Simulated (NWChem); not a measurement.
System: CH₃Cl₂Y; SMILES [Cl][Y]([CH3])[Cl]

```xyz
7

Y     -0.1762    -0.0581     0.0000
Cl     0.8968     0.0405     2.2077
Cl     0.8968     0.0405    -2.2077
C     -2.4839     0.0842     0.0000
H     -2.9495    -0.3787    -0.8907
H     -2.9495    -0.3787     0.8907
H     -2.8176     1.1413     0.0000
```
Atoms are numbered in this order, from 1.

The geometry was optimised at PBE0/def2-SVP. Not confirmed as a minimum by frequencies. def2 effective core potentials on Y; no spin-orbit coupling.

Symmetry labels are those of Cs in the frame above (b1 and b2, or b-type labels, depend on it).

**Question.** List the 4 lowest vertical singlet excitations from PBE0/def2-SVPD with def2 effective core potentials on Y, TDA (NWChem).

**Answer.** 
| state | energy (eV) | oscillator strength | symmetry | leading excitation (squared amplitude) |
|---|---|---|---|---|
| S1 | 3.40 | 0.000 | a' | HOMO → LUMO (0.99) |
| S2 | 4.40 | 0.011 | a' | HOMO → LUMO+1 (0.99) |
| S3 | 4.53 | 0.000 | a" | HOMO → LUMO+2 (1.00) |
| S4 | 5.16 | 0.001 | a" | HOMO−1 → LUMO (1.00) |
